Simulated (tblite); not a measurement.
Species: C4H6FNSi.
Geometry (GFN2-xTB, Å), atoms numbered from 1 in this order:
```xyz
13
C4H6FNSi angstrom
C     -1.0111   -1.1389    0.2832
C     -0.5127    0.2334   -0.0569
C     -1.2584    1.3136    0.1204
F     -2.5128    1.2680    0.6090
Si     1.2242    0.3989   -0.7686
C      2.3607   -0.4231    0.4694
N      3.0500   -0.9332    1.2287
H     -2.0061   -1.0994    0.7198
H     -0.3330   -1.6161    0.9897
H     -1.0449   -1.7583   -0.6124
H     -0.9624    2.3287   -0.0998
H      1.6400    1.7951   -0.8910
H      1.3623   -0.3683   -2.0094
```

Calculated harmonic vibrations of the isolated species, GFN2-xTB (tblite), most abundant isotopes, no scaling. Errors from tens to a few hundred cm⁻¹ against measured bands are possible. Modes of hydrogen on silicon can be 10 to 20 % off. One conformer, not necessarily the lowest.

Harmonic wavenumbers (cm⁻¹): 29.0, 73.6, 112.9, 201.8, 220.9, 257.8, 262.5, 330.0, 419.7, 447.8, 496.1, 565.2, 619.1, 700.3, 744.0, 770.7, 790.8, 998.0, 1042.1, 1083.9, 1165.4, 1286.6, 1406.0, 1473.5, 1479.5, 1684.9, 2252.3, 2279.9, 2354.9, 3004.4, 3018.8, 3044.7, 3076.2.

A = 4278, B = 1072, C = 986.0 MHz; mass 115.025 u (most abundant isotopes); point group C1, symmetry number 1.

Q: What is the zero-point energy?

A: ½Σν̃ = 18847 cm⁻¹ = 53.89 kcal/mol.

Q: Give the ideal-gas entropy at 350 K and 1 bar in the rigid-rotor, harmonic-oscillator model (classical rotation).

A: Translation 40.96, rotation 29.13, vibration 30.83: S = 100.9 cal/(mol K).

Q: And Cp and H(350 K) − H(0)?

A: Cp = 36.60 cal/(mol K), of which vibrations give 28.65 (their classical limit is 33 R = 65.6); H(350 K) − H(0) = 8.22 kcal/mol without the zero-point energy, 5.44 from vibrations.

Q: How do the functions run with temperature in this model?

A: 
| T (K) | S (cal/(mol K)) | Cp (cal/(mol K)) | H − H(0) (kcal/mol) | G − H(0) (kcal/mol) | ln q(vib) |
| --- | --- | --- | --- | --- | --- |
| 100 | 68.5 | 17.5 | 1.26 | -5.59 | 1.88 |
| 200 | 83.4 | 26.3 | 3.46 | -13.22 | 4.24 |
| 300 | 95.5 | 33.5 | 6.47 | -22.19 | 6.56 |
| 500 | 115.3 | 44.1 | 14.30 | -43.35 | 10.93 |
| 800 | 138.4 | 54.1 | 29.17 | -81.56 | 16.72 |
| 1000 | 151.0 | 58.5 | 40.44 | -110.52 | 20.15 |

q(vib) and H(0) count from the zero-point level.

Q: Which modes carry the vibrational entropy at 350 K?

A: 29.0 cm⁻¹: 6.21; 73.6 cm⁻¹: 4.37; 112.9 cm⁻¹: 3.53; 201.8 cm⁻¹: 2.41; 220.9 cm⁻¹: 2.25; 257.8 cm⁻¹: 1.96 cal/(mol K); the other 27 give 10.09 together.

Q: What must be added to the electronic energy to get the Gibbs energy at 350 K and 1 bar?

A: ZPE + [H(350 K) − H(0)] − T·S = 53.89 + 8.22 − 35.32 = 26.79 kcal/mol.

Q: Blend soft modes into free rotors: weight 1/[1 + (100 cm⁻¹/ν̃)⁴] for the oscillator and the rest for a rotor with moment μB/(μ + B), μ = h/(8π²ν), B = 10⁻⁴⁴ kg m². What vibrational entropy results?

A: 27.82 cal/(mol K) in place of 30.83, which changes −T·S at 350 K by +1.05 kcal/mol.

Hindered rotation and anharmonicity are outside this model. Other conformers, if any are populated, would add a mixing term that is left out. The structure is chiral; the term R ln 2 for an equal mix with its mirror image is left out.
